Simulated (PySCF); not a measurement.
# Hartree-Fock beside MP2: GeH3N2O anion

Calculated results; nothing here was measured. They come from PySCF 2.14.0, an open-source quantum chemistry program, on an isolated molecule that a program drew, which may never have been made. The molecule is GeH3N2O anion (charge -1, singlet), drawn as the SMILES string `[NH]=[Ge]([NH2])[O-]`.

The geometry was optimised and harmonic frequencies were computed with HF and MP2, all in the aug-cc-pVDZ basis, for the commonest isotopes, with a restricted reference for singlets and an unrestricted one otherwise, and a frozen core in MP2. Germanium has the aug-cc-pVDZ-PP basis, with a core potential (ECP10MDF) in place of its 10 inner electrons, and its 3s, 3p and 3d shells are frozen in MP2. Each result is a local minimum of its method.

Geometry at the HF minimum:
```xyz
7
GeH3N2O anion, angstrom
N     1.5340   -0.6476   -0.9525
Ge    1.3128    0.5482    0.2777
N     2.2370    0.2801    1.8700
O     0.4346    1.9511    0.3428
H     2.1728   -1.3565   -0.6209
H     2.4506   -0.6622    2.1310
H     1.8741    0.7915    2.6506
```

Lengths of the bonds as drawn, in Å (atoms numbered as above):
```
  bond     HF    MP2
N1-Ge2  1.730  1.779
Ge2-N3  1.861  1.915
Ge2-O4  1.656  1.708
 N1-H5  1.010  1.037
 N3-H6  1.001  1.022
 N3-H7  1.001  1.023
```

Rotational constants, in GHz:
```
constant     HF    MP2
       A  7.076  6.696
       B  6.345  6.022
       C  3.355  3.186
```

Harmonic frequencies in cm^-1, each column in rising order, so a row needn't be the same motion in every method:
```
rank,HF,MP2
1,246,214
2,276,228
3,302,257
4,338,273
5,459,456
6,490,525
7,647,596
8,842,759
9,885,838
10,958,877
11,1023,?
12,1662,1519
13,3680,3393
14,3746,3488
15,3856,3609
```

**Estimate the missing MP2 frequency from the HF column.**

A single factor s that minimises the squared misfit of MP2 against s times HF over the other rows is sum(HF x MP2) / sum(HF^2) = 0.9288, with an rms misfit of 29 cm^-1. For rank 11 it gives 0.9288 x 1023 = 950 cm^-1. The calculation gives 950 cm^-1, the same as the estimate. The drawn bonds are on average 2.6 % longer in MP2 than in HF.
